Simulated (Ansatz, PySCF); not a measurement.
Gas-phase reaction (SMILES): FSF [fluoro thiohypofluorite] + 2 [H][H] (H2) → 2 F (HF) + S (H2S); energy of full hydrogenation.

Geometries: B3LYP-D3(BJ)/def2-TZVP minima from Ansatz (a quantum-chemistry and plane-wave program). Correlated levels leave the core frozen unless marked. No spin-orbit coupling. Non-relativistic. CBS(X,Y): correlation extrapolated as X^-3; Hartree-Fock from the larger set. Thermal terms are rigid-rotor harmonic-oscillator values from B3LYP-D3(BJ) frequencies (PySCF) at 298.15 K and 1 atm. 1 Eh = 627.5095 kcal/mol.

```
species      E, CCSD(T)/CBS(cc-pV(T+d)Z,cc-pV(Q+d)Z) (Ansatz) (Eh)  E, PBE-D3(BJ)/def2-TZVPD (Ansatz + dftd3) (Eh)  H - E (Eh)  G - E (Eh)
-----------  -----------------------------------------------------  ----------------------------------------------  ----------  ----------
FSF                                                     -597.28709                                      -597.58640     0.00877    -0.02054
[H][H] (H2)                                               -1.17450                                        -1.16598     0.01336    -0.00144
F (HF)                                                  -100.39146                                      -100.39533     0.01259    -0.00713
S (H2S)                                                 -398.96824                                      -399.22909     0.01881    -0.00454
```

Q: Work out ΔE and ΔH, ΔG, ΔS and the equilibrium constant at 298.15 K at the first level, then ΔH at the second.

A: 
1. ΔE = [2×(-100.39146) + (-398.96824)] - [(-597.28709) + 2×(-1.17450)] = -0.11507 Eh = -72.2 kcal/mol at CCSD(T)/CBS(cc-pV(T+d)Z,cc-pV(Q+d)Z).
2. The terms H - E add up to 0.00850 Eh, so ΔH = (-0.11507 + (0.00850))×627.5095 = -66.9 kcal/mol.
3. The terms G - E add up to 0.00462 Eh, so ΔG = -69.3 kcal/mol, and ΔS = (0.00850 - (0.00462))×627509.5/298.15 = 8.2 cal/(mol K).
4. log10 K = -ΔG/(RT ln 10) = 50.8, with RT ln 10 = 1.3642 kcal/mol.
5. At PBE-D3(BJ)/def2-TZVPD the same steps give ΔE = -63.6 and ΔH = -58.3 kcal/mol, a shift of +8.6 from the first level.
6. These values are not checked against measurement here, since the tables used lack a sound gas-phase enthalpy of formation for at least one species.
